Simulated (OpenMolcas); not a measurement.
Cr4+, Mo4+, W4+: d2 down the group

```json
{"Program": "OpenMolcas", "Method": "CASSCF", "Basis": "ANO-RCC-VQZP", "Scalar Hamiltonian": "DKH2, point nucleus", "Spin-orbit coupling": "state interaction with AMFI integrals over the reference wave functions, term energies averaged over their components"}
```

Active space for each ion: 2 electrons in 5 orbitals (d).

Computed levels in cm-1 above 3F2:

```json
{"Level": "3F3", "Cr4+": "501", "Mo4+": "1458", "W4+": "6072"}
{"Level": "3F4", "Cr4+": "1144", "Mo4+": "3169", "W4+": "11565"}
{"Level": "1D2", "Cr4+": "16478", "Mo4+": "12840", "W4+": "16049"}
{"Level": "3P0", "Cr4+": "19297", "Mo4+": "13919", "W4+": "14878"}
{"Level": "3P1", "Cr4+": "19473", "Mo4+": "14504", "W4+": "18207"}
{"Level": "3P2", "Cr4+": "19862", "Mo4+": "16009", "W4+": "24995"}
{"Level": "1G4", "Cr4+": "25266", "Mo4+": "19403", "W4+": "24740"}
{"Level": "1S0", "Cr4+": "61283", "Mo4+": "45637", "W4+": "50178"}
{"Level": "weight of 3F in the lowest level (%)", "Cr4+": "100", "Mo4+": "99", "W4+": "92"}
```

Mixed levels, with the weight of the term that names them: W4+ 1D2 (54 %), W4+ 3P2 (60 %).

Measured, with the error of the calculation in %. Measured levels: Cr4+ from Sugar and Corliss, J. Phys. Chem. Ref. Data 6, 317 (1977); Mo4+ from Sugar and Musgrove, J. Phys. Chem. Ref. Data 17, 155 (1988); W4+ from the list in J. Phys. B 45, 065001 (2012).

```csv
Level,Cr4+,Mo4+,W4+
3F3,508 (-1.5),1578 (-7.6),
3F4,1142 (+0.2),3357 (-5.6),11519 (+0.4)
1D2,13188 (+24.9),10190 (+26.0),
3P0,15492 (+24.6),11161 (+24.7),12839 (+15.9)
3P1,15677 (+24.2),11807 (+22.8),16331 (+11.5)
3P2,16041 (+23.8),13408 (+19.4),22615 (+10.5)
1G4,22019 (+14.7),16354 (+18.6),22346 (+10.7)
1S0,51146 (+19.8),37738 (+20.9),43110 (+16.4)
```

The fine-structure level 3F4 changes by a factor of 10.1 from Cr4+ to W4+.

Without spin-orbit coupling 1D lies 15866, 11429, 10692 cm-1 above 3F in that order; the difference to the level 1D2, of either sign, comes from spin-orbit coupling, which also lowers the zero.

Without dynamic correlation excited terms often stand tens of per cent too high (terms of higher spin than the ground term too low), and those without a measured partner can miss by more than the paired ones. Measured partners are found by configuration, term and J. A level has none where our copy of the source lacks it or the pairing is in doubt (some pairs that miss far off the trend of their configuration count as doubtful), and it then counts in no deviation. Levels of configurations outside the active space are missing.
